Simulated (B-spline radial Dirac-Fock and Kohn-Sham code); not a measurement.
## X-ray form factors of thallium in several charge states

Model: relativistic Hartree-Fock (Dirac-Fock) wave functions, averaged over the configuration. Program: a B-spline atomic structure program.

Configurations: Tl⁵⁷⁺ [Ar] 3d6; Tl⁵⁸⁺ [Ar] 3d5; Tl⁵⁹⁺ [Ar] 3d4; Tl⁶⁰⁺ [Ar] 3d3; Tl⁶¹⁺ [Ar] 3d2. The first column is f₀ of Tl⁵⁷⁺, the others are differences from it.

```
s (Å⁻¹)   Tl⁵⁷⁺  Δ Tl⁵⁸⁺  Δ Tl⁵⁹⁺  Δ Tl⁶⁰⁺  Δ Tl⁶¹⁺
      0  24.000   -1.000   -2.000   -3.000   -4.000
   0.05  23.991   -0.999   -1.999   -2.998   -3.998
    0.1  23.965   -0.998   -1.995   -2.993   -3.991
   0.15  23.922   -0.995   -1.990   -2.985   -3.980
    0.2  23.862   -0.991   -1.982   -2.973   -3.964
   0.25  23.785   -0.986   -1.971   -2.958   -3.944
    0.3  23.692   -0.979   -1.959   -2.939   -3.920
   0.35  23.582   -0.972   -1.944   -2.918   -3.892
    0.4  23.456   -0.963   -1.928   -2.893   -3.859
   0.45  23.315   -0.954   -1.909   -2.865   -3.823
    0.5  23.158   -0.943   -1.888   -2.834   -3.782
    0.6  22.800   -0.920   -1.841   -2.765   -3.690
    0.7  22.388   -0.892   -1.787   -2.684   -3.584
    0.8  21.925   -0.861   -1.726   -2.595   -3.466
    0.9  21.417   -0.828   -1.660   -2.497   -3.337
      1  20.870   -0.792   -1.589   -2.391   -3.198
    1.1  20.288   -0.755   -1.515   -2.280   -3.051
    1.2  19.678   -0.715   -1.437   -2.165   -2.898
    1.4  18.396   -0.634   -1.275   -1.924   -2.581
    1.6  17.070   -0.551   -1.111   -1.679   -2.256
```

Values without a named source are computed, but for edge energies of neutral atoms, which are taken from tables.
